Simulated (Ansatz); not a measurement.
One change: `C[Si](O)(O)Br` becomes `C[SiH](O)Br`.

Ansatz, PBE0-D4/def2-TZVP geometries, multiplicity 1. Each molecule was computed in one conformer, which needn't be the lowest.

Scalar relativity is left out up to krypton.

| property | `C[Si](O)(O)Br` |
| --- | --- |
| HOMO–LUMO gap (B3LYP/def2-TZVPP) / eV | 8.36 |
| HOMO–LUMO gap (ωB97M-V/def2-TZVPP) / eV | 12.70 |
| LUMO energy (B3LYP/def2-TZVPP) / eV | 0.22 |
| HOMO–LUMO gap (PBE/def2-TZVPP) / eV | 6.77 |
| zero-point energy (PBE0-D4/def2-TZVP) / kJ/mol | 176.0 |
| ideal-gas entropy at 298 K and 1 bar (rigid rotor, harmonic PBE0-D4/def2-TZVP) / J/(mol·K) | 368 |

(1) Give the same properties after the change, and the shifts. (Best estimate.)

## Answers

(1) Computed: 
```csv
property,`C[SiH](O)Br`,shift
HOMO–LUMO gap (B3LYP/def2-TZVPP) / eV,8.19,-0.17
HOMO–LUMO gap (ωB97M-V/def2-TZVPP) / eV,12.51,-0.19
LUMO energy (B3LYP/def2-TZVPP) / eV,0.21,-0.01
HOMO–LUMO gap (PBE/def2-TZVPP) / eV,6.58,-0.19
zero-point energy (PBE0-D4/def2-TZVP) / kJ/mol,160.2,-15.8
"ideal-gas entropy at 298 K and 1 bar (rigid rotor, harmonic PBE0-D4/def2-TZVP) / J/(mol·K)",340,-28
```

With PBE0 the HOMO rises by 0.18 eV and the LUMO falls by 0.07 eV, so the gap narrows by about 0.25 eV. PBE moves the HOMO by 0.12 eV and ωB97M-V by 0.20 eV. The zero-point energy changes by -15.8 kJ/mol with -3 modes.

B3LYP here is the variant with VWN-RPA as its local correlation; programs differ in this.

Spin–orbit coupling is left out; it splits and shifts lone-pair levels of the heavy atoms by tenths of an eV.
